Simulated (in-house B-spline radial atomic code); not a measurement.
A run on an ion of nuclear charge 42 with 42.6 electrons that did not converge. Method: scalar-relativistic (X2C) r2SCAN0, spin-polarised, spherical fractional occupations, Fermi nucleus of rms radius 4.4091 fm; computed with a B-spline radial code for spherical atoms.

Command:
```bash
python run_scf.py task.json out
```
Settings (nuclear radius in fm, mass in u):
```
Z                42
configuration    [Kr] 4d5 5s1.6
hamiltonian      x2c
method           r2scan0
spin_polarised   True
nucleus          fermi
rms_radius       4.4091
atomic_mass      97.9054
speed_of_light   137.035999084
```

First and last ten iterations of the last attempt (damped for 15 steps, keeping 80 % of the old Fock matrix, then DIIS):
```
 iter        energy (Eh)    residual
    1       -4048.405260    8.89e-02
    2       -4048.416212    3.04e-03
    3       -4048.416428    2.36e-03
    4       -4048.416541    2.00e-03
    5       -4048.416612    1.71e-03
    6       -4048.416661    1.47e-03
    7       -4048.416697    1.27e-03
    8       -4048.416725    1.10e-03
    9       -4048.416747    9.54e-04
   10       -4048.416764    8.28e-04
  111       -4045.706073    2.28e-01
  112       -4047.722447    4.48e-01
  113       -4041.393530    5.95e-01
  114       -4042.451885    4.93e-01
  115       -4047.210165    2.79e-01
  116       -4048.295382    1.19e-01
  117       -4048.276304    3.27e-02
  118       -4039.078448    1.15e-01
  119       -4047.924980    1.10e-01
  120       -4048.402278    1.12e-02
 not converged after 120 iterations
```

The smallest residual met was 3.6e-04; the threshold is about 4e-07. No energy from this run should be used. The likely cause: this method binds the added charge weakly or not at all at the basis-set limit, so charge moves back and forth between the atom and the box. Time taken, with all properties: 3.9 s on 1 thread of Arm Neoverse V2 (shared host).
